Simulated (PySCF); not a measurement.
Compound: C7H12NP.
Geometry (GFN2-xTB, Å), atoms numbered from 1 in this order:
```xyz
21
C7H12NP angstrom
C      1.8971   -1.3745   -0.2628
C      1.5472    0.0492    0.0177
C      2.4431    1.0604    0.2233
P      1.6634    2.6043    0.5247
C      0.1599    1.8040    0.3573
N      0.2557    0.4770    0.0947
C     -0.9140   -0.3646   -0.0778
C     -1.7503   -0.3891    1.2027
C     -1.7395    0.1037   -1.2772
H      1.5023   -2.0399    0.5061
H      1.5123   -1.6952   -1.2317
H      2.9787   -1.4756   -0.2765
H      3.5091    0.9218    0.2018
H     -0.8105    2.2575    0.4419
H     -0.5595   -1.3795   -0.2779
H     -2.5732   -1.0910    1.0932
H     -1.1382   -0.6971    2.0478
H     -2.1608    0.5944    1.4164
H     -1.1204    0.1383   -2.1712
H     -2.1472    1.0962   -1.1035
H     -2.5641   -0.5834   -1.4495
```

Probes without a nucleus sit at each ring's centroid and 1 Å off its mean plane on both sides; NICS is minus the shielding there, NICSzz its component along the normal. Level: GIAO PBE0/pcSseg-1 (PySCF, non-relativistic, gas phase) on the GFN2-xTB geometry, one conformer.

Ring bond lengths (Å), with Mayer bond orders in brackets: C2–C3 1.367 (1.49), C3–P4 1.756 (1.24), P4–C5 1.711 (1.46), C5–N6 1.356 (1.21), N6–C2 1.363 (1.09).

**Question.** Give the NICS values of each ring in ppm.

**Answer.** 
```tsv
ring	type	NICS(0)	NICS(1), two faces	NICS(1)zz, two faces	rms pucker (Å)	centre to ring atoms, mean (Å)
C2–C3–P4–C5–N6	5-membered ring with N and P; formal bonds all aromatic	-12.4	-11.0 / -11.0	-26.8 / -26.8	0.00	1.28
```

**Question.** What can be read from them?

**Answer.** 
- C2–C3–P4–C5–N6: mean NICS(1)zz -26.8 ppm, shielded.

**Question.** What does the geometric index give? HOMA takes Krygowski's 1993 parameters.

**Answer.** 
- C2–C3–P4–C5–N6: HOMA 0.87; the largest term is that of C3–P4, α(R − Ropt)² = 0.40.

**Question.** What are the shieldings of the ring atoms and their hydrogens in the same run (means over atoms taken as equivalent)?

**Answer.** 
| atoms | environment | σ isotropic (ppm) | principal values of the symmetric part, first atom (ppm) |
| --- | --- | --- | --- |
| C2 | substituted aromatic carbon | 48.4 | -35.3, 56.3, 124.0 |
| C3 | aromatic CH carbon | 53.5 | -50.7, 63.1, 148.2 |
| P4 | phosphorus bonded to 2 C | 203.3 | 24.2, 101.1, 484.6 |
| C5 | aromatic CH next to a ring nitrogen | 33.6 | -99.3, 57.0, 143.0 |
| N6 | pyrrole-type nitrogen | 46.6 | -36.2, 18.1, 157.7 |
| H13 | aromatic hydrogen | 24.79 | 22.3, 24.7, 27.4 |
| H14 | aromatic hydrogen | 23.68 | 20.6, 21.2, 29.3 |
